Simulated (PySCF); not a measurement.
Orbital picture of GeI

UHF at R = 2.551 Å; PySCF, scalar-relativistic core potentials, basis sets Ge cc-pVDZ-PP with ECP10, I cc-pVDZ-PP with ECP28. State: ²Π (doublet), unpaired electrons π ↑. Only the outer orbitals are listed, counted within each symmetry, core potentials removing the inner ones.

```
spin  orbital  occ.  ε (eV)  on Ge (%)           main shells (%)
   α       7σ     1  -24.25         11            88 I s, 8 Ge s
   α       8σ     1  -17.53         79    79 Ge s, 11 I p, 9 I s
   α       5π     1  -10.76         24           76 I p, 23 Ge p
   α       9σ     1  -10.52         39  60 I p, 27 Ge p, 11 Ge s
   α       5π     1  -10.20          7                    93 I p
   α       6π     1   -7.72         77           77 Ge p, 23 I p
   α       6π     0   -0.31         93                   93 Ge p
   α      10σ     0    2.14         79           78 Ge p, 23 I p
   α      11σ     0    9.13         85  52 Ge p, 23 Ge s, 19 I d
   β       7σ     1  -24.10          8                    91 I s
   β       8σ     1  -15.81         74           73 Ge s, 20 I p
   β       5π     1  -10.22          6                    94 I p
   β       9σ     1  -10.17         45  54 I p, 26 Ge p, 18 Ge s
   β       5π     1  -10.03          4                    96 I p
   β       6π     0    0.10         94                   94 Ge p
   β       6π     0    1.25         96                   96 Ge p
   β      10σ     0    2.51         81           78 Ge p, 20 I p
```

Question: Which are the highest filled and the lowest empty level, where do they sit, and how wide is the gap?

Answer: Highest filled α 6π at -7.72 eV (in %: 77 Ge p, 23 I p); lowest empty α 6π at -0.31 eV (in %: 93 Ge p); the gap at UHF is 7.41 eV. Both belong to one degenerate shell, split only by its one-sided filling, so this is no excitation gap.

- bond order (Mayer): 1.09
- ⟨S²⟩: 0.762
- charge on Ge (Mulliken, basis-dependent): 0.27
- charge on Ge (Löwdin, basis-dependent): 0.13
- dipole moment (positive dipole means Ge(−)I(+)): -2.18 D
- polarisability along the bond: 85.0 bohr³
- polarisability across the bond: 33.1 bohr³

Spin–orbit coupling is left out. The state is the lowest determinant that a PBE0 search found; another state may lie lower at other levels.
